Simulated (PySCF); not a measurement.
C2H6O2Si2.
Cartesian coordinates in Å at the PBE0-D3(BJ)/def2-SVP level; atoms count from 1:
```xyz
12
C2H6O2Si2 angstrom
C      2.099   -1.287    1.348
C      1.456   -0.342    0.929
Si     0.469    1.072    0.295
O      1.418    2.064   -0.617
O     -0.760    0.451   -0.607
Si    -2.020   -0.615   -0.759
H      2.669   -2.120    1.721
H     -0.058    1.900    1.401
H      1.972    1.646   -1.283
H     -3.109   -0.262    0.200
H     -1.558   -2.008   -0.483
H     -2.539   -0.529   -2.153
```

The calculation used PBE0-D3(BJ)/def2-SVP geometry optimisation, gas phase in PySCF 2.14.0.

Take the most abundant isotopes and a rigid rotor. The values belong to one conformer with, in the numbering `[CH:1]#[C:2][Si@@H:3]([OH:4])[O:5][SiH3:6]`, C2–Si3–O4–H 48°, C2–Si3–O5–Si6 50°.

Problem. What are A, B and C (GHz)?

Solution. Ia = 166.47, Ib = 335.18, Ic = 469.18 u·Å²; 505379 MHz·u·Å²/I gives 3036, 1508 and 1077 MHz, that is A = 3.0359, B = 1.5078, C = 1.0772 GHz.

Problem. What kind of rotor is it?

Solution. An asymmetric top: κ = (2 × 1508 − 3036 − 1077)/(3036 − 1077) = -0.56.

Problem. What does the inertial defect say?

Solution. Not planar: Δ = Ic − Ia − Ib = -32.48 u·Å². For a rigid frame Δ = −2 Σ m c², so Σ m c² = 16.24 u·Å² lies off the ab plane: 8.37 from hydrogen and 7.87 from heavier atoms. The atom farthest from that plane is 1.84 Å away.

Problem. Give the other two planar moments, Paa and Pbb, and the rms extents of the mass along the axes.

Solution. Paa = Σ m a² = (Ib + Ic − Ia)/2 = 318.94 and Pbb = Σ m b² = (Ia + Ic − Ib)/2 = 150.23 u·Å². With the mass M = 117.99 u, the rms extents √(P/M) along a, b and c are 1.64, 1.13, 0.37 Å.

Problem. Predict some low-J microwave lines.

Solution. The dipole components are |μa| = 0.22 D, |μb| = 1.54 D, |μc| = 1.12 D. The squared components, which scale the intensities, stand as 0.02 : 1.00 : 0.52 (a : b : c). Some lines, for components of 0.1 D or more:

```tsv
type	branch	J(Ka,Kc)	MHz	lower level (cm⁻¹)
a	Q	3(2,1) ← 3(2,2)	378	0.750
a	Q	1(1,0) ← 1(1,1)	431	0.137
c	Q	3(1,3) ← 3(0,3)	784	0.505
a	Q	2(1,1) ← 2(1,2)	1292	0.295
c	Q	1(1,1) ← 1(0,1)	1528	0.086
b	Q	1(1,0) ← 1(0,1)	1959	0.086
a	Q	3(1,2) ← 3(1,3)	2574	0.531
b	R	1(1,1) ← 0(0,0)	4113	0.000
b	Q	3(2,1) ← 3(1,2)	4371	0.617
c	R	1(1,0) ← 0(0,0)	4544	0.000
b	Q	2(2,0) ← 2(1,1)	4663	0.338
a	R	2(0,2) ← 1(0,1)	5091	0.086
a	R	2(1,1) ← 1(1,0)	5600	0.152
b	Q	2(2,1) ← 2(1,2)	5876	0.295
b	R	2(1,2) ← 1(0,1)	6267	0.086
a	R	3(1,3) ← 2(1,2)	7063	0.295
c	R	2(1,1) ← 1(0,1)	7559	0.086
a	R	3(2,2) ← 2(2,1)	7755	0.491
a	R	3(2,1) ← 2(2,0)	8054	0.494
a	R	3(1,2) ← 2(1,1)	8346	0.338
b	R	2(2,1) ← 1(1,0)	10185	0.152
c	R	2(2,0) ← 1(1,0)	10264	0.152
c	R	2(2,1) ← 1(1,1)	10615	0.137
b	R	2(2,0) ← 1(1,1)	10694	0.137
c	R	3(2,1) ← 2(1,1)	12717	0.338
b	R	3(3,1) ← 2(2,0)	16438	0.494
c	R	3(3,0) ← 2(2,0)	16448	0.494
c	R	3(3,1) ← 2(2,1)	16517	0.491
```

Problem. Estimate the classical rotational partition function at 50 K, 100 K and 298.15 K.

Solution. Point group C1, symmetry number σ = 1; q = (√π/σ)·√((kT/h)³/(ABC)), k/h = 20836.6 MHz/K: 26800 at 50 K, 75900 at 100 K, 391000 at 298.15 K.

PBE0-D3(BJ)/def2-SVP frequencies: not computed here. No vibrational averaging or centrifugal distortion is included, and the geometry carries the error of its method. A rigid rotor knows nothing of internal rotation, which can split or shift real lines.

On Arm Neoverse N1, one thread, shared host, this took 2.2 min wall and 0.52 GiB of memory at its peak. These figures are those of the optimisation.
